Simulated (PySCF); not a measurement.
Tl²⁺: ionisation energy

Tl²⁺ [Xe] 4f14 5d10 6s1 (2S) → Tl³⁺ [Xe] 4f14 5d10 (1S), as a difference of total energies. Computed with PySCF 2.14 in aug-cc-pwCVDZ-PP with ECP60MDF (6s5p4d1f, 48 functions), with scalar relativity through the core potential. Correlated levels: valence and next inner shell: nothing frozen outside the core potential. The calculations carry no spin-orbit coupling.

```csv
method,ionisation energy (eV),error (eV)
UHF,28.169,-1.683
MP2 (valence and next inner shell),29.744,-0.108
SCS-MP2 (valence and next inner shell),29.504,-0.348
CCSD (valence and next inner shell),29.509,-0.343
CCSD(T) (valence and next inner shell),29.544,-0.308
```

Reference: 29.852 eV (measured; NIST Atomic Spectra Database, ionization energies).

Errors of the correlated levels include the incompleteness of this basis.
